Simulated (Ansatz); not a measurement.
Born–Oppenheimer molecular dynamics of BFH$_{4}$N$_{2}$ (8 atoms, charge 0, multiplicity 1). It goes on from the last frame of an earlier run, with new velocities.

The calculation used RKS BHLYP/def2-SVP (Ansatz 0.2.0).

| Quantity | Value |
| --- | --- |
| ensemble | NVE (velocity Verlet) |
| time step | 1 fs |
| steps asked | 150 |
| starting velocities drawn for | 1500 K |
| masses | H 10 u |
| seed | 818363 |

Frames 10 fs apart, positions in Å, forces in eV/Å.

Velocities at 0 fs (Å/ps):

```
B 7.51 -4.38 2.27
N -11.80 17.60 -10.09
H -10.96 2.60 4.55
H 7.55 -20.01 -9.61
F -4.86 2.11 -2.27
N 2.86 -7.26 1.69
H 8.50 -8.41 9.66
H 8.54 12.06 9.03
```

```xyz
8
Properties=species:S:1:pos:R:3:forces:R:3 time_fs=0 energy_less_start_eV=0.000 T=1500
B -0.088 -0.013 0.020 -0.59 -1.49 1.77
N -0.078 -0.136 1.439 3.39 1.99 -1.36
H -0.818 -0.440 1.988 -1.05 -0.29 1.31
H 0.809 0.277 1.849 -2.23 -1.18 -0.16
F 1.093 0.191 -0.522 0.84 0.61 -0.86
N -1.199 -0.315 -0.780 1.40 0.25 1.85
H -2.080 -0.257 -0.333 -0.94 -0.01 -0.64
H -1.003 -0.201 -1.724 -0.82 0.12 -1.92
8
Properties=species:S:1:pos:R:3:forces:R:3 time_fs=10 energy_less_start_eV=0.117 T=1349
B -0.067 -0.100 0.047 1.13 1.00 -0.02
N -0.142 0.060 1.407 -1.01 -1.12 2.83
H -0.890 -0.392 2.018 1.98 1.08 -1.41
H 0.795 0.041 1.756 0.09 0.05 1.12
F 1.079 0.225 -0.567 0.53 -0.16 0.00
N -1.129 -0.387 -0.725 -1.72 -0.27 -2.61
H -2.036 -0.339 -0.272 0.18 0.01 -1.02
H -0.965 -0.076 -1.701 -1.18 -0.60 1.11
8
Properties=species:S:1:pos:R:3:forces:R:3 time_fs=20 energy_less_start_eV=0.377 T=1015
B -0.022 -0.114 0.077 -1.66 1.84 -0.95
N -0.178 0.213 1.497 4.13 -0.85 -2.73
H -0.851 -0.289 1.976 -1.77 -1.10 1.06
H 0.739 -0.197 1.753 -0.57 0.89 1.13
F 1.095 0.254 -0.612 -0.38 -0.60 1.21
N -1.117 -0.473 -0.770 1.28 -0.21 1.56
H -1.998 -0.419 -0.300 -0.52 0.03 -0.43
H -1.031 0.006 -1.636 -0.50 0.01 -0.85
8
Properties=species:S:1:pos:R:3:forces:R:3 time_fs=30 energy_less_start_eV=0.390 T=997
B -0.053 0.016 0.050 0.71 -0.34 -0.01
N -0.044 0.271 1.476 -2.31 -2.88 0.93
H -0.882 -0.215 1.967 1.47 1.71 -1.39
H 0.660 -0.361 1.849 0.81 0.77 0.05
F 1.095 0.257 -0.605 -0.14 0.19 0.31
N -1.068 -0.555 -0.773 -0.91 2.17 -0.42
H -1.995 -0.502 -0.370 0.06 -0.41 0.15
H -1.146 0.065 -1.604 0.32 -1.21 0.37
8
Properties=species:S:1:pos:R:3:forces:R:3 time_fs=40 energy_less_start_eV=0.407 T=976
B -0.052 0.116 0.032 0.30 -2.54 1.30
N 0.001 0.168 1.472 1.55 0.17 -1.44
H -0.843 -0.026 1.871 -2.94 -0.36 1.39
H 0.643 -0.452 1.958 0.48 0.61 -0.53
F 1.093 0.271 -0.583 0.98 0.88 -0.73
N -1.062 -0.516 -0.776 -0.65 1.41 0.86
H -1.997 -0.618 -0.422 -0.06 -0.37 0.74
H -1.236 0.039 -1.577 0.33 0.19 -1.58
8
Properties=species:S:1:pos:R:3:forces:R:3 time_fs=50 energy_less_start_eV=0.079 T=1397
B -0.005 0.028 0.067 0.54 -0.74 -1.83
N 0.045 0.044 1.448 -3.19 0.42 1.95
H -0.936 0.166 1.839 2.29 -0.65 -0.21
H 0.676 -0.487 2.022 0.07 0.31 -0.04
F 1.128 0.321 -0.590 -0.04 0.06 -0.25
N -1.111 -0.376 -0.735 -1.13 0.68 -0.65
H -1.994 -0.769 -0.413 0.75 0.27 0.36
H -1.291 0.010 -1.667 0.71 -0.34 0.67
8
Properties=species:S:1:pos:R:3:forces:R:3 time_fs=60 energy_less_start_eV=0.351 T=1048
B 0.062 -0.122 0.009 -1.97 2.25 1.11
N -0.043 -0.068 1.487 2.28 -1.52 -2.58
H -0.901 0.299 1.822 -0.34 -0.26 0.84
H 0.702 -0.478 2.075 -1.33 1.00 -0.29
F 1.165 0.373 -0.611 -0.72 -1.21 0.29
N -1.214 -0.208 -0.713 0.79 -1.18 -0.14
H -1.928 -0.888 -0.372 1.08 1.20 -0.52
H -1.292 -0.028 -1.728 0.22 -0.29 1.27
8
Properties=species:S:1:pos:R:3:forces:R:3 time_fs=70 energy_less_start_eV=0.272 T=1149
B 0.008 -0.093 0.007 0.01 2.10 -0.89
N -0.074 -0.240 1.413 -1.57 1.20 1.53
H -0.823 0.382 1.847 1.33 -1.69 -1.02
H 0.638 -0.396 2.106 0.38 0.12 -0.55
F 1.162 0.369 -0.616 -1.60 -1.27 0.66
N -1.277 -0.105 -0.693 2.11 -0.54 0.41
H -1.774 -0.912 -0.369 -0.69 -0.09 0.05
H -1.264 -0.096 -1.697 0.02 0.18 -0.20
8
Properties=species:S:1:pos:R:3:forces:R:3 time_fs=80 energy_less_start_eV=0.563 T=773
B -0.043 0.091 -0.003 0.30 -2.07 2.15
N -0.149 -0.360 1.392 1.40 0.72 0.05
H -0.680 0.346 1.813 -2.29 0.92 0.71
H 0.594 -0.295 2.079 0.94 -0.62 -0.93
F 1.093 0.310 -0.596 1.20 0.76 -0.59
N -1.241 -0.055 -0.672 -1.29 -0.81 -1.41
H -1.664 -0.921 -0.364 -0.45 0.46 0.44
H -1.234 -0.140 -1.670 0.19 0.63 -0.42
8
Properties=species:S:1:pos:R:3:forces:R:3 time_fs=90 energy_less_start_eV=0.682 T=619
B -0.074 0.124 0.091 0.10 -2.30 -2.85
N -0.165 -0.410 1.402 -0.04 2.55 1.56
H -0.706 0.354 1.823 -1.02 -0.83 0.28
H 0.640 -0.251 1.975 1.14 -0.67 -0.08
F 1.066 0.279 -0.592 0.40 0.83 0.68
N -1.254 -0.043 -0.700 0.18 0.20 0.49
H -1.608 -0.902 -0.325 -0.99 -0.15 -0.04
H -1.183 -0.134 -1.699 0.22 0.37 -0.04
8
Properties=species:S:1:pos:R:3:forces:R:3 time_fs=100 energy_less_start_eV=0.274 T=1144
B -0.093 -0.028 0.034 1.05 0.74 1.15
N -0.163 -0.324 1.470 0.83 0.86 -1.57
H -0.841 0.327 1.879 0.62 -0.63 0.28
H 0.782 -0.262 1.860 -0.91 0.17 0.32
F 1.068 0.285 -0.566 -0.03 -0.26 0.40
N -1.270 -0.034 -0.713 0.04 -1.09 -0.83
H -1.643 -0.885 -0.294 -1.15 0.25 -0.93
H -1.120 -0.095 -1.736 -0.46 -0.04 1.17
8
Properties=species:S:1:pos:R:3:forces:R:3 time_fs=110 energy_less_start_eV=0.310 T=1099
B -0.063 -0.122 0.032 -1.20 2.47 0.65
N -0.107 -0.177 1.451 -0.20 -0.31 -0.53
H -0.929 0.231 1.960 2.01 -0.96 -0.48
H 0.855 -0.258 1.785 -1.15 0.55 1.00
F 1.077 0.283 -0.522 0.60 -0.67 -0.44
N -1.269 -0.087 -0.737 1.43 -0.59 1.58
H -1.785 -0.854 -0.345 -1.01 -0.11 -0.89
H -1.090 -0.060 -1.712 -0.50 -0.37 -0.89
```

Of the whole run (150 fs, mean temperature of the second half 1051 K): The conserved energy stayed within 0.41 meV per atom of its start (net change -0.1 meV per atom), so the integration is sound. A run of 0.15 ps of so small a system gives no equilibrium averages.

Run time: 8.4 min on 1 thread of Arm Neoverse N1, with other jobs on the host, peak memory 0.13 GiB.
